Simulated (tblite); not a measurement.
C₅H₃NO.
Numbering: `[N:1]#[C:2][c:3]1[cH:4][cH:5][o:6][cH:7]1` (hydrogens: H8 on C4; H9 on C5; H10 on C7)

All values are computed: GFN2-xTB (tblite) harmonic vibrations without scaling, gas phase. The method is semi-empirical: single wavenumbers can be off by several per cent or more.

Harmonic wavenumbers (cm⁻¹): 159.2, 160.6, 475.5, 531.6, 564.7, 600.6, 636.1, 764.5, 789.7, 833.9, 854.8, 980.0, 1040.2, 1070.8, 1150.0, 1207.0, 1261.1, 1349.6, 1483.2, 1563.3, 2386.5, 3174.0, 3174.9, 3198.7.

A = 9482, B = 1968, C = 1630 MHz; mass 93.021 u (most abundant isotopes); point group Cs, symmetry number 1.

Zero-point energy?

½Σν̃ = 14705 cm⁻¹ = 42.04 kcal/mol.

Give the ideal-gas entropy at 273.15 K and 1 bar in the rigid-rotor, harmonic-oscillator model (classical rotation).

Translation 39.09, rotation 26.50, vibration 7.84: S = 73.4 cal/(mol K).

And Cp and H(273.15 K) − H(0)?

Cp = 20.20 cal/(mol K), of which vibrations give 12.25 (their classical limit is 24 R = 47.7); H(273.15 K) − H(0) = 3.51 kcal/mol without the zero-point energy, 1.34 from vibrations.

What must be added to the electronic energy to get the Gibbs energy at 273.15 K and 1 bar?

ZPE + [H(273.15 K) − H(0)] − T·S = 42.04 + 3.51 − 20.06 = 25.49 kcal/mol.

Which modes carry the vibrational entropy at 273.15 K?

159.2 cm⁻¹: 2.39; 160.6 cm⁻¹: 2.38; 475.5 cm⁻¹: 0.61; 531.6 cm⁻¹: 0.48; 564.7 cm⁻¹: 0.42; 600.6 cm⁻¹: 0.36 cal/(mol K); the other 18 give 1.19 together.

How do the functions run with temperature in this model?

```
 T (K)  S (cal/(mol K))  Cp (cal/(mol K))  H − H(0) (kcal/mol)  G − H(0) (kcal/mol)  ln q(vib)
   150             63.8              12.9                 1.49                -8.09       0.51
   250             71.7              18.7                 3.06               -14.87       1.28
298.15             75.3              21.8                 4.03               -18.41       1.71
   400             82.5              27.6                 6.56               -26.45       2.74
   600             95.4              35.8                12.96               -44.27       4.97
   900            111.4              42.8                24.85               -75.37       8.36
```

q(vib) and H(0) count from the zero-point level.

Hindered rotation and anharmonicity are outside this model.
